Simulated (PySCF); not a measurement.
## How methods differ on the excitation energy of I⁺

I⁺ [Kr] 4d10 5s2 5p4 (3P) → I⁺ [Kr] 4d10 5s2 5p3 6s1, s spin flipped, as a difference of total energies. All numbers are calculated (PySCF 2.14, the non-relativistic Hamiltonian (point nucleus), in dyall-av2z (22s16p12d, 130 functions)). Correlated levels: valence: [Kr] 4d10 frozen; virtual orbitals above 40 to 60 times the deepest correlated orbital energy dropped. The calculations carry no spin-orbit coupling.

```json
{"method": "UHF", "excitation energy (eV)": "9.763"}
{"method": "MP2 (valence)", "excitation energy (eV)": "9.779"}
{"method": "SCS-MP2 (valence)", "excitation energy (eV)": "9.804"}
```

The upper determinant mixes two multiplicities, so it lies between the two terms.

The promoted electron is Rydberg-like, and one or two diffuse shells describe it only roughly, which tends to raise the upper state.
